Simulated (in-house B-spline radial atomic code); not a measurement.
wB97X excitations of Kr VII (Kr6+)

Method: wB97X. Computed with an all-electron radial atomic-structure program (B-spline basis): linear response of the closed shell [Ar] 3d10 4s2 with the functional's adiabatic kernel; scalar-relativistic (spin-free one-electron X2C), finite nucleus, no spin-orbit coupling, no double excitations, S, P, D and F terms only; shells from n = 2 respond. Only terms of natural parity with L up to 3 were computed.

Command:
```bash
python run_td.py task.json out
```
Settings (radii: box in bohr, nucleus in fm):
```
Z                        36
electrons                30
configuration            [Ar] 3d10 4s2
hamiltonian              x2c
method                   wb97x
box_radius               14.35
rms_radius               4.1884
intervals                70
```

Cost of the run: 1.2 s on 1 thread of AMD EPYC 9R14 (Zen 4), on a shared host.

The lowest states, in the order of their Tamm-Dancoff energies; the method's threshold (minus the highest occupied level) is 106.76 eV. Labels give the largest channel, * marks a mixed state, and oscillator strengths are full-response dipole values. Semilocal kernels can invert the small singlet-triplet splittings of Rydberg terms. Energies in eV:

```tsv
state	full response	Tamm-Dancoff	oscillator strength
4s → 4p 3P	16.157	16.254	-
4s → 4p 1P	21.535	22.258	1.54
4s → 4d 3D	43.57	43.59	-
4s → 4d 1D	44.75	44.81	-
4s → 5s 3S	54.66	54.68	-
4s → 5s 1S	55.60	55.66	-
4s → 5p 3P	60.89	60.90	-
4s → 5p 1P	61.58	61.65	0.0843
4s → 4f 1F	?	?	-
4s → 4f 3F	65.22	65.24	-
4s → 5d 3D	70.35	70.36	-
4s → 5d 1D	71.25	71.25	-
4s → 6s 3S	74.83	74.84	-
4s → 6s 1S	75.10	75.12	-
4s → 6p 3P	78.03	78.04	-
4s → 6p 1P	78.10	78.13	0.0425
4s → 5f 3F	?	?	-
4s → 5f 1F	79.75	79.76	-
```

Problem. Where does 4s → 4f 1F lie?

Solution. At 65.16 eV in full response, 65.20 eV in Tamm-Dancoff.

Problem. Where does 4s → 5f 3F lie?

Solution. At 79.37 eV in full response, 79.38 eV in Tamm-Dancoff.

Problem. How large is the singlet-triplet splitting of 4s → 4p (P terms) in Tamm-Dancoff?

Solution. 6 eV, from the unrounded values.

Problem. What polarisabilities and dispersion coefficient does the method give?

Solution. Dipole 2.73 bohr³, quadrupole 3 bohr⁵, C6 5.283 hartree·bohr⁶ for two such species.
